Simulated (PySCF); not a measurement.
**How methods differ on the ionisation energy of Pd**

Pd [Kr] 4d10 (1S) → Pd+ [Kr] 4d9 (2D), as a difference of total energies. Calculation: PySCF 2.14, in aug-cc-pVDZ-PP with ECP28MDF; scalar relativity through the core potential. Correlated levels: valence: 4s2 4p6 frozen. The calculations carry no spin-orbit coupling.

Problem. Order these methods by the ionisation energy they give, lowest first.
A. PBE0
B. PBE
C. MP2 (valence)
D. SCS-MP2 (valence)

Solution. D (8.323 eV), A (8.417 eV), C (8.549 eV), B (8.812 eV).

Errors of the correlated levels include the incompleteness of this basis and the frozen core.

For comparison: 8.512 eV (measured; NIST levels, between the centres of gravity of the two terms).
